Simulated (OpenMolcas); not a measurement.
**N IV: from CASSCF to CASPT2**

| Quantity | Value |
| --- | --- |
| Program | OpenMolcas |
| Basis | ANO-RCC-VTZP [4s3p2d1f] |
| Scalar Hamiltonian | DKH2, point nucleus |
| Active space | 2 electrons in 8 orbitals (2s 2p 3s 3p) |
| State averaging | 2S+1 = 3 even, 3 roots; 2S+1 = 1 even, 7 roots; 2S+1 = 3 odd, 3 roots; 2S+1 = 1 odd, 3 roots |
| Spin-orbit coupling | state interaction with AMFI integrals over the reference wave functions, term energies averaged over their components |

Methods on the same reference wave functions:
A. CASSCF
B. SS-CASPT2, IPEA 0.25 Eh, imaginary shift 0.1 Eh (closed shells correlated: 1s)
C. MS-CASPT2, IPEA 0.25 Eh, imaginary shift 0.1 Eh (closed shells correlated: 1s)
D. XMS-CASPT2, IPEA 0.25 Eh, imaginary shift 0.1 Eh (closed shells correlated: 1s)

Energies in cm⁻¹ above 2s² ¹S₀, the measured ground level; measured values from Moore, Selected Tables of Atomic Spectra, NSRDS-NBS 3, section 4.

```json
{"Level": "2s² ¹S₀", "A": "0.0", "B": "0.0", "C": "0.0", "D": "0.0", "Measured": "0.0"}
{"Level": "2s 2p ³P°₀", "A": "67982", "B": "67203", "C": "67216", "D": "67205", "Measured": "67209"}
{"Level": "2s 2p ³P°₁", "A": "68052", "B": "67273", "C": "67286", "D": "67275", "Measured": "67272"}
{"Level": "2s 2p ³P°₂", "A": "68192", "B": "67413", "C": "67426", "D": "67416", "Measured": "67416"}
{"Level": "2s 2p ¹P°₁", "A": "141271", "B": "132788", "C": "132801", "D": "132256", "Measured": "130694"}
{"Level": "2p² ³P₀", "A": "177310", "B": "175847", "C": "175861", "D": "175868", "Measured": "175535"}
{"Level": "2p² ³P₁", "A": "177379", "B": "175917", "C": "175930", "D": "175938", "Measured": "175608"}
{"Level": "2p² ³P₂", "A": "177516", "B": "176053", "C": "176067", "D": "176074", "Measured": "175733"}
{"Level": "2p² ¹D₂", "A": "198526", "B": "190377", "C": "190391", "D": "189002", "Measured": "188882"}
{"Level": "2p² ¹S₀", "A": "244597", "B": "237181", "C": "237208", "D": "237321", "Measured": "235369"}
```

Deviations, from unrounded energies. A percentage is the sum of absolute deviations over the sum of measured energies, with the sign that they share, or ± where signs differ.

```
           Against measurement  Levels     A     B     C     D
mean absolute deviation (cm-1)       9  4100   710   720   520
      other configurations (%)       9  +2.9  ±0.5  +0.5  ±0.4
```

D lies closest to measurement on these levels and A furthest from it. The largest miss of D in the table is 2p² ¹S₀, by +2000 cm-1. The ranking rests on the paired levels alone, and a cruder setting can come out closer through cancelling errors.

Among B to D the level of the table that moves most is 2p² ¹D₂, by 1400 cm-1 (lowest in D, highest in C).

The lowest spin-free term lies below A's lowest term by 0.007 hartree in B, 0.007 hartree in C, 0.007 hartree in D.

Active for correlation alone: 3p 3s; no level in the range computed is led by a configuration that fills them, so any true level of that kind is missing. Computed and measured levels are paired by configuration, term and J; levels that our copy of the source lacks, or whose pairing is in doubt (as where it misses far off the trend of its configuration), stay unpaired and out of the deviations. Levels of configurations outside the active space are missing.

° marks odd parity.
